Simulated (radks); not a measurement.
Results of a calculation; reference values are marked as such.
Task: Species: Ga2+. Configuration: [Ar] 3d10 4s1. Code: a radial shooting solver on a logarithmic mesh with Libxc functionals. Model: Dirac Kohn-Sham, PBE, spin-unpolarised, spherical densities, finite nucleus; Fermi nuclear charge, rms radius 3.9973 fm. Some entries of the table are withheld. Estimate them.

orbital,occ.,eigenvalue (Ry),<r> (bohr),<r^2> (bohr^2)
1s1/2,2,-753.1777,0.04860,0.003178
2s1/2,2,-94.22853,0.2176,0.05591
2p1/2,2,(1),0.1883,0.04356
2p3/2,4,(2),0.1918,0.04506
3s1/2,2,-12.37792,0.6518,0.4908
3p1/2,2,-8.93797,(3),(4)
3p3/2,4,-8.67171,(5),(6)
3d3/2,4,(7),0.7946,(8)
3d5/2,6,(9),0.8004,(10)
4s1/2,1,-1.91588,2.077,4.913

Result: 
(1) 2p1/2 eigenvalue (Ry): -83.58551
(2) 2p3/2 eigenvalue (Ry): -81.55265
(3) 3p1/2 <r> (bohr): 0.6719
(4) 3p1/2 <r^2> (bohr^2): 0.5325
(5) 3p3/2 <r> (bohr): 0.6826
(6) 3p3/2 <r^2> (bohr^2): 0.5496
(7) 3d3/2 eigenvalue (Ry): -2.91298
(8) 3d3/2 <r^2> (bohr^2): 0.8171
(9) 3d5/2 eigenvalue (Ry): -2.87873
(10) 3d5/2 <r^2> (bohr^2): 0.8292
